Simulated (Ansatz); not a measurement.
Te2Au3, relaxed as a doublet with UKS PBE-D4/def2-SVP in Ansatz, starting from the GFN1-xTB geometry. Force threshold 0.02 eV/Å.

In the def2 sets Au, Te take a core potential; there is no spin–orbit coupling. The relaxation made no stability test and no search for a lower SCF solution. No other spin state of charge 0 was run. Another isomer (doublet) lies 0.82 eV lower at PBE0-D4/def2-TZVP; other spin states weren't run for this one.

Start:

| atom | x (Å) | y (Å) | z (Å) |
| --- | --- | --- | --- |
| Au1 | 0.181 | 1.592 | 0.393 |
| Au2 | -2.153 | 0.876 | -0.866 |
| Au3 | 2.377 | 0.162 | -0.137 |
| Te4 | 0.826 | -1.913 | -0.305 |
| Te5 | -1.232 | -0.718 | 0.914 |

```
step  energy (eV)  largest force component (eV/Å)  SCF passes
   1  -25673.2668                           0.904          22
   2  -25673.2744                           0.885          29
   3  -25673.3901                           0.183          30
   4  -25673.3941                           0.061          25
   5  -25673.3956                           0.044          24
   6  -25673.3970                           0.012          25
```

Force components are those of the run's own axes.

End:

Cartesian coordinates in Å:
```
Au 0.1896 1.6615 0.5188
Au -2.2231 0.9104 -0.9315
Au 2.3698 0.1605 -0.2210
Te 0.8947 -2.0314 -0.2552
Te -1.2310 -0.7009 0.8888
```

By distances, no bond broke or formed. The bond that changes most is Te4–Te5, from 2.67 to 2.76 Å (atoms count from 1).

No frequencies were taken in this run, so the end may be a saddle point.

Run time 19 s (4 threads of Intel Xeon Platinum 8259CL on a shared host).
